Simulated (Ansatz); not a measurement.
BH4NO (SMILES NBO) moved off its minimum; all values from Ansatz (an electronic-structure program), cores frozen in correlated methods.
(charge 0, multiplicity 1)
```xyz
7

B     -0.32080    -0.33523     0.18150
H     -1.17057    -1.09140     0.62091
O      0.94884    -0.63384     0.47390
H      1.62666    -0.02873     0.14221
N     -0.74014     0.82120    -0.53887
H     -1.67156     0.99274    -0.71569
H     -0.06773     1.48006    -0.93519
```

Forces at MP2/cc-pVTZ (eV/Å):

| atom | Fx | Fy | Fz |
|---|---|---|---|
| B1 | -2.063 | 0.480 | -0.133 |
| H2 | 0.402 | 0.369 | -0.307 |
| O3 | 1.824 | -0.247 | 0.185 |
| H4 | -0.377 | -0.180 | 0.090 |
| N5 | 2.877 | -0.559 | 0.421 |
| H6 | -1.942 | 0.509 | -0.481 |
| H7 | -0.721 | -0.373 | 0.224 |

Q: Give the forces (eV/Å), the total energy and the dipole at CCSD(T)/cc-pVTZ.

A: 
| atom | Fx | Fy | Fz |
|---|---|---|---|
| B1 | -2.003 | 0.487 | -0.139 |
| H2 | 0.334 | 0.311 | -0.272 |
| O3 | 1.848 | -0.253 | 0.191 |
| H4 | -0.381 | -0.174 | 0.086 |
| N5 | 2.853 | -0.572 | 0.433 |
| H6 | -1.981 | 0.521 | -0.492 |
| H7 | -0.670 | -0.321 | 0.193 |
Energy -157.0804 hartree, dipole 2.70 D.
